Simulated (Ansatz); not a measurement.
Geometry optimisation, RKS PBE0-D4/def2-SVP (Ansatz).

Input:

```yaml
crystal:
  periodic: [false, false, false]
  atoms:
    - { symbol: In, position_ang: [0.107226, 0.245575, -0.115777] }
    - { symbol: Cl, position_ang: [-4.4e-05, 0.241179, 2.294875] }
    - { symbol: Cl, position_ang: [2.125561, 0.745121, -1.14094] }
    - { symbol: Cl, position_ang: [-1.888351, 0.047528, -1.286372] }
    - { symbol: S, position_ang: [0.233242, -3.244409, 0.962571] }
    - { symbol: H, position_ang: [-1.104801, -3.345916, 0.770802] }
    - { symbol: H, position_ang: [0.069967, -2.309778, 1.96744] }
basis:
  gaussian: { orbitals: def2-SVP }
hamiltonian:
  xc: pbe0
  dispersion: d4
relax:
  f_tol: 0.03
  max_steps: 50
```

Launched with:

```bash
$ ansatz run input.yaml --threads 4 --pin off --max-ram 5120MiB --backend cpu --events-out ev --progress --plain --runs-dir out
```

Q: Where does it end, and by what steps?

A: The run converged. After 8 steps the energy has fallen by 0.490 eV; H6 moved furthest, 0.59 Å. Joined: In1–S5 (3.65 → 2.75 Å).

| step | energy less start (eV) | largest force component (eV/Å) | accepted |
| --- | --- | --- | --- |
| 0 | 0.0000 | 0.932 | yes |
| 1 | -0.1765 | 0.640 | yes |
| 2 | -0.3500 | 0.472 | yes |
| 3 | -0.4106 | 0.604 | yes |
| 4 | -0.4667 | 0.490 | yes |
| 5 | -0.4787 | 0.182 | yes |
| 6 | -0.4807 | 0.102 | yes |
| 7 | -0.4879 | 0.054 | yes |
| 8 | -0.4897 | 0.012 | yes |

```xyz
7
Properties=species:S:1:pos:R:3
In 0.112 -0.093 0.108
Cl -0.040 0.529 2.371
Cl 2.063 0.395 -1.076
Cl -1.922 -0.326 -1.044
S 0.305 -2.766 0.713
H -0.999 -2.913 0.380
H 0.023 -2.446 1.999
```

Whether the end is a true minimum wasn't checked by a vibrational analysis.

The run took 20 s on 4 threads of Arm Neoverse V1, on a shared host, peak memory 0.3 GiB.
